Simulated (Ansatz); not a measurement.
Consider the atomization: `C[N]1[CH2][GeH2]1` → 2 C• + Ge• + 7 H• + N•.

Gas-phase electronic energies from Ansatz, PBE0-D4/def2-TZVP geometries. CCSD(T)/CBS adds triple-zeta CCSD(T) − MP2 to the extrapolated MP2 energy (def2 sets, frozen cores). This one scheme is used for every species, atoms too. Functionals use def2-TZVPP. B3LYP here is the variant with VWN-RPA as its local correlation; programs differ in this. No spin–orbit coupling; open shells (•) take unrestricted orbitals. Spin–orbit coupling would lower the free atoms: a little for C; clearly for Ge. Bonds to Ge are less sure, by a few kJ/mol each and by 10 to 20 or more in all where they break to atoms, as the def2 sets lack core-valence functions. Scalar relativity is left out up to krypton.

```tsv
level	ΔE (eV)
B3LYP-D4	38.80
PBE0	38.73
CCSD(T)/def2-TZVPP	37.91
MP2/def2-QZVPP	38.81
```

Problem. What does CCSD(T)/CBS give? (Estimate.)

Solution. Ansatz gave: +38.90 eV. The listed levels differ from it by -0.10, -0.17, -0.99, -0.09 eV.

Largest T1 diagnostic among the species: 0.012.

In def2-TZVPP, CCSD(T) changes the Hartree–Fock value by +10.89 eV (the triples alone add +0.64 eV) and MP2 by +11.21 eV; breaking electron pairs costs correlation energy, which Hartree–Fock lacks. The D4 term adds +0.34 eV with B3LYP and +0.18 eV with PBE0; it sums over pairs of atoms, weighted by their polarisabilities, and B3LYP, whose exchange is more repulsive, gets the larger term. From PBE to PBE0 (25 % exact exchange), in def2-TZVPP and without D4, ΔE moves by −0.68 eV: exact exchange takes away binding that semilocal exchange gives to molecules.

For atomizations the MP2-based limit and the directly extrapolated one differ by several kJ/mol either way, and by 10 to 25 for some Ge, Se and Sn compounds, so smaller differences from it don't rank the levels.
